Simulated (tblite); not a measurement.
Compound: C₆H₁₃FOSi₂.
Geometry (GFN2-xTB, Å), atoms numbered from 1 in this order:
```
atom  x, y, z in Å
C1    -2.755    0.835    1.603
O2    -2.226    1.196    0.352
C3    -1.904    0.094   -0.498
C4    -0.812   -0.782    0.057
C5     0.450   -0.530   -0.277
Si6    1.951   -1.539    0.272
C7     3.355   -0.360    0.759
C8     0.659    0.638   -1.202
F9     1.661    0.356   -2.128
Si10  -1.070    0.965   -1.987
H11   -2.004    0.347    2.234
H12   -3.081    1.758    2.080
H13   -3.614    0.161    1.487
H14   -2.816   -0.493   -0.680
H15   -1.071   -1.586    0.730
H16    2.366   -2.404   -0.838
H17    1.542   -2.357    1.423
H18    3.065    0.303    1.570
H19    3.653    0.255   -0.085
H20    4.230   -0.916    1.083
H21    1.037    1.498   -0.635
H22   -1.186    0.216   -3.239
H23   -1.433    2.373   -2.071
```

All values are computed: GFN2-xTB (tblite) harmonic vibrations without scaling, gas phase. This tight-binding method is rough: wavenumbers can miss measured ones by several per cent, in bad cases by 10 to 20. Modes of hydrogen on silicon can be 10 to 20 % off. One conformer, not necessarily the lowest.

Harmonic wavenumbers (cm⁻¹): 29.1, 43.0, 64.2, 93.3, 119.5, 138.8, 154.3, 171.2, 216.1, 250.9, 283.4, 313.2, 372.2, 409.1, 442.4, 489.0, 514.0, 520.1, 578.6, 616.6, 644.4, 673.7, 707.9, 720.8, 736.5, 761.3, 775.6, 805.1, 827.8, 841.7, 851.1, 946.7, 1017.2, 1028.7, 1077.5, 1081.4, 1130.4, 1133.6, 1150.5, 1208.3, 1261.4, 1268.2, 1294.3, 1368.7, 1401.8, 1470.5, 1482.9, 1489.6, 1492.3, 1663.1, 2202.9, 2237.2, 2280.8, 2334.2, 2844.6, 2890.3, 2901.5, 2927.2, 3017.2, 3027.8, 3041.7, 3043.8, 3065.6.

A = 1399, B = 643.6, C = 502.4 MHz; mass 176.049 u (most abundant isotopes); point group C1, symmetry number 1.

Question: What is the zero-point energy?

Answer: ½Σν̃ = 36973 cm⁻¹ = 105.71 kcal/mol.

Question: Give the ideal-gas entropy at 298.15 K and 1 bar in the rigid-rotor, harmonic-oscillator model (classical rotation).

Answer: Translation 41.43, rotation 30.94, vibration 45.69: S = 118.1 cal/(mol K).

Question: And Cp and H(298.15 K) − H(0)?

Answer: Cp = 52.29 cal/(mol K), of which vibrations give 44.34 (their classical limit is 63 R = 125.2); H(298.15 K) − H(0) = 9.27 kcal/mol without the zero-point energy, 6.90 from vibrations.

Question: What must be added to the electronic energy to get the Gibbs energy at 298.15 K and 1 bar?

Answer: ZPE + [H(298.15 K) − H(0)] − T·S = 105.71 + 9.27 − 35.20 = 79.78 kcal/mol.

Question: How do the functions run with temperature in this model?

Answer: 
```
T (K)  S (cal/(mol K))  Cp (cal/(mol K))  H − H(0) (kcal/mol)  G − H(0) (kcal/mol)  ln q(vib)
  100             78.7              24.6                 1.64                -6.23       3.32
  200            100.1              38.6                 4.80               -15.21       7.46
  300            118.4              52.5                 9.37               -26.15      11.42
  500            150.8              74.6                22.23               -53.15      19.01
  800            190.7              95.0                47.96              -104.60      29.43
 1000            212.9             103.7                67.88              -145.01      35.71
```

q(vib) and H(0) count from the zero-point level.

Question: Which modes carry the vibrational entropy at 298.15 K?

Answer: 29.1 cm⁻¹: 5.89; 43.0 cm⁻¹: 5.12; 64.2 cm⁻¹: 4.32; 93.3 cm⁻¹: 3.59; 119.5 cm⁻¹: 3.11; 138.8 cm⁻¹: 2.82 cal/(mol K); the other 57 give 20.84 together.

Hindered rotation and anharmonicity are outside this model. Other conformers, if any are populated, would add a mixing term that is left out. The structure is chiral; the term R ln 2 for an equal mix with its mirror image is left out.
